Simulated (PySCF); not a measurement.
Isomers of C4H10O2S.

All values: PBE0/pcSseg-1 (PySCF) at GFN2-xTB geometries, gas phase, one conformer each.

Question: Rank by dipole moment, lowest first.
A. `[CH3:1][O:2][C@@H:3]([CH3:4])[S@@:5]([CH3:6])=[O:7]` with C1–O2–C3–C4 160°, O2–C3–S5–C6 -45°
B. `[CH3:1][CH2:2][CH2:3][S:4]([CH3:5])(=[O:6])=[O:7]` with C1–C2–C3–S4 73°, C2–C3–S4–C5 167°
C. `[CH3:1][CH:2]([CH3:3])[S:4]([CH3:5])(=[O:6])=[O:7]` with C1–C2–S4–C5 177°

Answer: A (2.88 D), B (4.37 D), C (4.56 D).

All values together:

```json
{"SMILES": "CO[C@@H](C)[S@@](C)=O", "μ (D)": "2.88", "HOMO (eV)": "-6.19", "LUMO (eV)": "0.80", "lowest IAO charge (e)": "-0.920 (O)", "highest IAO charge (e)": "+1.025 (S)", "lowest Hirshfeld charge (e)": "-0.369 (O)", "highest Hirshfeld charge (e)": "+0.313 (S)"}
{"SMILES": "CCCS(C)(=O)=O", "μ (D)": "4.37", "HOMO (eV)": "-8.14", "LUMO (eV)": "0.91", "lowest IAO charge (e)": "-0.901 (O)", "highest IAO charge (e)": "+1.984 (S)", "lowest Hirshfeld charge (e)": "-0.321 (O)", "highest Hirshfeld charge (e)": "+0.528 (S)"}
{"SMILES": "CCS(=O)(=O)CC", "μ (D)": "4.32", "HOMO (eV)": "-8.12", "LUMO (eV)": "0.95", "lowest IAO charge (e)": "-0.906 (O)", "highest IAO charge (e)": "+1.970 (S)", "lowest Hirshfeld charge (e)": "-0.322 (O)", "highest Hirshfeld charge (e)": "+0.522 (S)"}
{"SMILES": "CC(C)S(C)(=O)=O", "μ (D)": "4.56", "HOMO (eV)": "-8.09", "LUMO (eV)": "0.94", "lowest IAO charge (e)": "-0.904 (O)", "highest IAO charge (e)": "+1.972 (S)", "lowest Hirshfeld charge (e)": "-0.327 (O)", "highest Hirshfeld charge (e)": "+0.523 (S)"}
```

Conformers: `[CH3:1][O:2][C@@H:3]([CH3:4])[S@@:5]([CH3:6])=[O:7]` with C1–O2–C3–C4 160°, O2–C3–S5–C6 -45°; `[CH3:1][CH2:2][CH2:3][S:4]([CH3:5])(=[O:6])=[O:7]` with C1–C2–C3–S4 73°, C2–C3–S4–C5 167°; `[CH3:1][CH2:2][S:3](=[O:4])(=[O:5])[CH2:6][CH3:7]` with C1–C2–S3–O4 -64°, C2–S3–C6–C7 180°; `[CH3:1][CH:2]([CH3:3])[S:4]([CH3:5])(=[O:6])=[O:7]` with C1–C2–S4–C5 177°.
